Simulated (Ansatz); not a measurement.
Cartesian coordinates in Å:
```
C -1.6750 -0.0641 1.0731
C -0.5659 0.3891 0.5023
F -0.3538 1.7214 0.4369
B 0.5399 -0.5034 -0.1349
F 0.3835 -1.8204 -0.0468
P 2.1442 0.2146 -0.8839
H -1.8370 -1.1325 1.1256
H -2.4229 0.6015 1.4880
H 2.2445 -0.6878 -1.9699
H 1.5427 1.2816 -1.5904
```

Total charge 0; spin multiplicity 1.

**Question.** List the B3LYP/def2-TZVPP orbital energies in eV (Ansatz). (Estimate.)

**Answer.** Computed: Occupied: -2096.76, -672.18, -672.05, -279.00, -277.45, -185.55, -178.08, -128.04, -128.01, -127.94, -33.53, -33.41, -21.46, -18.07, -16.77, -15.49, -14.48, -13.66, -13.14, -12.72, -12.60, -11.67, -10.78, -10.73, -9.15, -7.98, -7.44. Lowest empty: -2.16, 0.26, 0.50, 1.01, 1.51, 1.73, 2.04, 2.49.

B3LYP here is the variant with VWN-RPA as its local correlation; programs differ in this.
